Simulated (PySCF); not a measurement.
## What settings do to a single point of [Gd(NH3)2]3+

The sound run of [Gd(NH3)2]3+ (singlet in the valence; each metal's 4f electrons, 7 of them, lie in its core potential, out of spins and levels) uses PySCF 2.14.0, RKS TPSS, Gd lcecp-1-SVP with ECP53, N def2-SVP, H def2-SVP; non-relativistic Hamiltonian with scalar-relativistic core potentials where named; density fitting; no spin-orbit coupling, grid (50, 194), threshold 1e-8 Eh and 55 cycles, at the relaxed geometry:

```xyz
9

Gd    0.1078    1.1485    0.0001
N    -0.0066   -0.1915    1.9959
H     0.7705   -0.0297    2.6806
H    -0.8617   -0.0430    2.5842
H     0.0091   -1.2303    1.8679
N    -0.0087   -0.1915   -1.9972
H     0.7946   -0.8440   -2.1616
H    -0.8407   -0.8224   -2.0818
H    -0.0440    0.3598   -2.8881
```

There Gd1 has a Mulliken charge of 2.08 e and the dipole about the centre of mass is 3.67 D. Each run below changes one thing and starts from free metal ions and neutral atoms unless it says otherwise; with 55 cycles, smearing, a level shift and second-order steps follow where DIIS fails, and their cycles count. Energy shifts count from the sound run. On f atoms grids over 110 angular points are at least (60, 302).

| change | outcome | cycles | energy shift (eV) | largest force component (eV/Å) | charge on Gd1 (e) | dipole about the centre of mass (D) |
| --- | --- | --- | --- | --- | --- | --- |
| grid (99, 590) | converged | 11 | 0.0032 | 0.01 | 2.08 | 3.67 |
| start from a density of up to 30 smeared cycles (not counted) | converged | 6 | 0.0000 | 0.01 | 2.08 | 3.67 |
| charge changed by -3, spin kept, limit 99 cycles | refused | – | – | – | – | – |

How does the run with this change end: threshold 1e-06?

outcome converged, cycles 9, energy shift (eV) 0.0000, largest force component (eV/Å) 0.01, charge on Gd1 (e) 2.08, dipole about the centre of mass (D) 3.67.

Forces carry noise of the integration grid, about 0.01 to 0.03 eV/Å.

No frequency check is given that shows the relaxed geometry to be a minimum. An lcecp potential fixes the number of 4f electrons, so in runs with it no electron can move into or out of that shell.
